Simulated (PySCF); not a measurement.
Excitation energy of Cr by level of theory

Cr [Ar] 3d5 4s1 (7S) → Cr [Ar] 3d5 4p1 (7P), as a difference of total energies. All numbers are calculated (PySCF 2.14, the spin-free X2C one-electron Hamiltonian (Gaussian nucleus), in x2c-QZVPPall (11s7p5d3f2g, 96 functions)). Correlated levels: valence: [Ar] frozen; valence and next inner shell: [Ne] frozen. The calculations carry no spin-orbit coupling.

| method | excitation energy (eV) |
| --- | --- |
| UHF | 2.687 |
| LDA | 3.325 |
| PBE | 3.211 |
| PBE0 | 3.052 |
| B97-3 | 2.960 |
| M06-2X | 2.820 |
| TPSSh | 3.061 |
| BLYP | 3.212 |
| MP2 (valence) | 2.925 |
| SCS-MP2 (valence) | 2.767 |
| MP2 (valence and next inner shell) | 3.091 |
| SCS-MP2 (valence and next inner shell) | 2.919 |

**Question.** How much does correlation contribute at MP2 (valence and next inner shell)?

**Answer.** 3.091 − (2.687) = 0.404 eV, measured against UHF.

Errors of the correlated levels include the incompleteness of this basis and the frozen core.

The basis was made for the ground configuration and has no added diffuse functions, so the excitation energy can come out too high.

For comparison: 2.903 eV (measured; NIST levels, between the centres of gravity of the two terms).
